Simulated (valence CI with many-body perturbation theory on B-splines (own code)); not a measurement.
# Level structure of Fe XXII

Computed by configuration interaction combined with many-body perturbation theory (CI+MBPT): three valence electrons over a frozen Dirac-Fock core [He], radial functions for each j: 11 s, 11 p, 10 d, 8 f, 5 g, 2 h, with the one-electron correlation potential Σ1 (screened to all orders), the two-electron term Σ2, the three-electron term Σ3, Breit, model QED; selected single and double excitations, second order for the rest, scaled by the run's own slope (own B-spline code, finite nucleus).

No measured levels were compared; by estimate levels of excited configurations hold to 0.05 to 0.15 % of their energy, terms of the ground configuration to about 0.5 %.

Levels 181 to 205 of 205, with energies above the lowest level, 2s²2p ²P°_1/2. "Leading %" is the weight of the configuration and term that name the level; weights of strongly mixed levels are sums over their largest components and can fall short. In the jj column 3d3/2^4 stands for four electrons in 3d with j = 3/2.

```tsv
No.	Configuration	Term	J	E (eV)	Leading %	Second component	Leading jj	g
181	2s2p4f	⁴D	3/2	1445.1	68	23 % 2s2p4f ⁴F	2s 2p3/2 4f5/2 (100 %)	0.977
182	2s2p4f	²G	9/2	1445.3	86	10 % 2s2p4f ⁴G	2s 2p3/2 4f5/2 (73 %)	1.125
183	2s2p4f	⁴D	5/2	1445.4	35	32 % 2s2p4f ²D	2s 2p3/2 4f7/2 (99 %)	1.149
184	2s2p4f	⁴D	1/2	1445.5	100		2s 2p3/2 4f5/2 (100 %)	0.001
185	2s2p4f	²D	3/2	1446.2	78	18 % 2s2p4f ⁴D	2s 2p3/2 4f7/2 (100 %)	0.861
186	2s2p4s	²P°	1/2	1457.0	98		2s 2p3/2 4s (79 %)	0.678
187	2s2p4s	²P°	3/2	1457.2	97		2s 2p3/2 4s (80 %)	1.339
188	2s2p4p	²D	3/2	1466.0	83	13 % 2s2p4p ²P	2s 2p3/2 4p1/2 (81 %)	0.879
189	2s2p4p	²P	1/2	1466.2	84	13 % 2s2p4p ²S	2s 2p3/2 4p1/2 (75 %)	0.857
190	2s2p4p	²D	5/2	1467.2	97		2s 2p3/2 4p3/2 (79 %)	1.204
191	2s2p4p	²P	3/2	1467.9	83	13 % 2s2p4p ²D	2s 2p3/2 4p3/2 (81 %)	1.261
192	2s2p4p	²S	1/2	1468.7	83	13 % 2s2p4p ²P	2s 2p3/2 4p3/2 (75 %)	1.826
193	2s2p4d	²F°	5/2	1474.9	93		2s 2p3/2 4d3/2 (81 %)	0.874
194	2s2p4d	²F°	7/2	1474.9	97		2s 2p3/2 4d5/2 (79 %)	1.145
195	2s2p4d	²D°	3/2	1474.9	97		2s 2p3/2 4d3/2 (73 %)	0.803
196	2s2p4d	²D°	5/2	1475.6	93		2s 2p3/2 4d5/2 (81 %)	1.185
197	2s2p4d	²P°	1/2	1476.4	97		2s 2p3/2 4d3/2 (80 %)	0.659
198	2s2p4d	²P°	3/2	1476.9	97		2s 2p3/2 4d5/2 (73 %)	1.330
199	2s2p4f	²F	5/2	1478.7	97		2s 2p3/2 4f5/2 (77 %)	0.857
200	2s2p4f	²F	7/2	1479.0	97		2s 2p3/2 4f7/2 (77 %)	1.143
201	2s2p4f	²G	7/2	1479.7	97		2s 2p3/2 4f5/2 (76 %)	0.891
202	2s2p4f	²G	9/2	1479.9	97		2s 2p3/2 4f7/2 (80 %)	1.113
203	2s2p4f	²D	3/2	1480.6	98		2s 2p3/2 4f5/2 (80 %)	0.795
204	2s2p4f	²D	5/2	1480.8	97		2s 2p3/2 4f7/2 (77 %)	1.197
205	2p²4s	⁴P	1/2	1483.9	72	21 % 2p²4s ²P	2p1/2^2 4s (84 %)	2.195
```

Names give the largest LS component (configuration and term), which can be under half, so a name can repeat, a term be missing and a line seem to break the LS rules; names also repeat where a configuration has a term twice.
